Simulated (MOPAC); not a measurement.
MOPAC input (MNDO):

```
MNDO PRECISE GNORM=0.05 LET XYZ UHF MS=0.5 GEO-OK AUX(PRECISION=9) THREADS=1
C4H

C    -2.01841000 1   -0.14915600 1    0.27296700 1
C    -0.77198500 1    0.03139200 1    0.05420300 1
C     0.55209100 1    0.04112100 1   -0.07484700 1
C     1.76745600 1    0.06286300 1   -0.20057400 1
H     2.82509200 1    0.08267800 1   -0.31049200 1
```

Output:

```
 *******************************************************************************
 **                                                                           **
 **                              MOPAC v23.2.5                                **
 **                                                                           **
 *******************************************************************************
 ** MOPAC's Digital Object Identifier: https://doi.org/10.5281/zenodo.6511958 **
 **                                                                           **
 ** Please cite the open-source release paper for use of this MOPAC version:  **
 ** J. E. Moussa and J. J. P. Stewart (2026)                                  **
 ** MOPAC: An open-source semiempirical molecular orbital program             **
 ** J. Open Source Softw., 11(119), 8025, https://doi.org/10.21105/joss.08025 **
 *******************************************************************************

                              MNDO CALCULATION RESULTS

 *******************************************************************************
 *  MNDO       - The MNDO Hamiltonian to be used
 *  GEO-OK     - OVERRIDE INTERATOMIC DISTANCE AND OTHER SAFETY CHECKS
 *  UHF        - UNRESTRICTED HARTREE-FOCK CALCULATION
 *  MS=        - IN MECI, MAGNETIC COMPONENT OF SPIN =  0.5
 *  LET        - OVERRIDE SOME SAFETY CHECKS
 *  PRECISE    - TIGHTER CRITERIA TO BE USED
 *  XYZ        - CARTESIAN COORDINATE SYSTEM TO BE USED
 *  GNORM      - EXIT WHEN GRADIENT NORM DROPS BELOW 0.050
 *  AUX        - OUTPUT AUXILIARY INFORMATION
 *******************************************************************************
MNDO PRECISE GNORM=0.05 LET XYZ UHF MS=0.5 GEO-OK AUX(PRECISION=9) THREADS=1
 C4H

   ATOM   CHEMICAL          X               Y               Z
  NUMBER   SYMBOL      (ANGSTROMS)     (ANGSTROMS)     (ANGSTROMS)

     1       C         -2.01841000  *  -0.14915600  *   0.27296700  *
     2       C         -0.77198500  *   0.03139200  *   0.05420300  *
     3       C          0.55209100  *   0.04112100  *  -0.07484700  *
     4       C          1.76745600  *   0.06286300  *  -0.20057400  *
     5       H          2.82509200  *   0.08267800  *  -0.31049200  *

          CARTESIAN COORDINATES

    NO.       ATOM           X           Y           Z

     1         C         -2.0184     -0.1492      0.2730
     2         C         -0.7720      0.0314      0.0542
     3         C          0.5521      0.0411     -0.0748
     4         C          1.7675      0.0629     -0.2006
     5         H          2.8251      0.0827     -0.3105

  H: (MNDO): M.J.S. DEWAR, W. THIEL, J. AM. CHEM. SOC., 99, 4899, (1977)
  C: (MNDO): M.J.S. DEWAR, W. THIEL, J. AM. CHEM. SOC., 99, 4899, (1977)

           Empirical Formula: C4 H  =     5 atoms

      MOLECULAR POINT GROUP   :   C2v

          UHF CALCULATION, NO. OF ALPHA ELECTRONS =    9
                           NO. OF BETA  ELECTRONS =    8

          Geometry optimization using EF

[...]
     SCF FIELD WAS ACHIEVED

                              MNDO CALCULATION
                                                       MOPAC v23.2.5 Linux

          FINAL HEAT OF FORMATION =        196.64357 KCAL/MOL =     822.75670 KJ/MOL

          COSMO AREA              =         98.91 SQUARE ANGSTROMS
          COSMO VOLUME            =         80.68 CUBIC ANGSTROMS

          GRADIENT NORM           =          0.04978          =       0.02226 PER ATOM
          IONIZATION POTENTIAL    =          9.409651 EV
          ALPHA SOMO LUMO (EV)    =         -9.955  0.087
          BETA  SOMO LUMO (EV)    =         -9.410 -2.170
          NO. OF ALPHA ELECTRONS  =          9
          NO. OF BETA  ELECTRONS  =          8
          MOLECULAR WEIGHT        =         49.0519         POINT GROUP:  C*v

          MOLECULAR DIMENSIONS (Angstroms)

            Atom       Atom       Distance
            H     5    C     1     4.90284
            C     2    C     1     0.00319
            H     5    C     4     0.00006

          SCF CALCULATIONS        =        155

   ATOM   CHEMICAL          X               Y               Z
  NUMBER   SYMBOL      (ANGSTROMS)     (ANGSTROMS)     (ANGSTROMS)

     1       C         -2.04446542  *  -0.09745863  *   0.24607732  *
     2       C         -0.75853142  *  -0.03507908  *   0.09063451  *
     3       C          0.55754907  *   0.02501675  *  -0.06620931  *
     4       C          1.77650395  *   0.08061821  *  -0.21147071  *
     5       H          2.81851862  *   0.12797880  *  -0.33563284  *

                             CARTESIAN COORDINATES

   1    C       -2.044465421    -0.097458632     0.246077322
   2    C       -0.758531419    -0.035079085     0.090634506
   3    C        0.557549066     0.025016754    -0.066209313
   4    C        1.776503954     0.080618208    -0.211470706
   5    H        2.818518620     0.127978798    -0.335632842

           Empirical Formula: C4 H  =     5 atoms

      MOLECULAR POINT GROUP   :   C*v

          ALPHA EIGENVALUES
 -38.10608 -32.64981 -23.70891 -17.85786 -13.20861 -12.94137 -11.40165 -10.36424
  -9.95531   0.08681   0.46350   2.17940   2.48256   3.66479   5.20342   6.41256
   6.65177

           BETA EIGENVALUES
 -37.70661 -31.65864 -23.39050 -17.62151 -12.80072 -12.11863 -11.33648  -9.40965
  -2.16952   0.48198   1.17040   2.51543   3.00869   4.15880   5.54284   6.51108
   6.84573

              NET ATOMIC CHARGES AND DIPOLE CONTRIBUTIONS

  ATOM NO.   TYPE          CHARGE      No. of ELECS.   s-Pop       p-Pop
    1          C           0.204862        3.7951     1.74326     2.05188
    2          C          -0.295688        4.2957     1.23255     3.06314
    3          C           0.003562        3.9964     1.15460     2.84184
    4          C          -0.082558        4.0826     1.24214     2.84042
    5          H           0.169822        0.8302     0.83018
 DIPOLE           X         Y         Z       TOTAL
 POINT-CHG.     0.670     0.027    -0.078     0.675
 HYBRID         1.908     0.094    -0.231     1.924
 SUM            2.578     0.120    -0.309     2.599

          ATOMIC ORBITAL ELECTRON POPULATIONS

     Atom    s        px        py        pz
    1  C   1.74326   1.07208   0.37440   0.60539
    2  C   1.23255   0.92256   0.97752   1.16306
    3  C   1.15460   0.88308   0.97637   0.98238
    4  C   1.24214   0.91268   0.91572   1.01202
    5  H   0.83018

                    (SZ)    =    0.500000
                    (S**2)  =    0.984900

          ATOMIC ORBITAL SPIN POPULATIONS

    Atom   Total    s     px     py     pz
         Atomic
    1  C -0.0317  0.002 -0.030  0.117 -0.120
    2  C  0.7834  0.041  0.038  0.444  0.260
    3  C -0.5956 -0.040 -0.046 -0.262 -0.247
    4  C  0.8874  0.047  0.043  0.457  0.341
    5  H -0.0435 -0.044

 **********************
 *                    *
 * JOB ENDED NORMALLY *
 *                    *
 **********************

 == MOPAC DONE ==
```

The geometry given is a B3LYP-D3(BJ)/def2-TZVP minimum.

The determinant is spin-contaminated: <S^2> is 0.98 against 0.75 for a pure state.
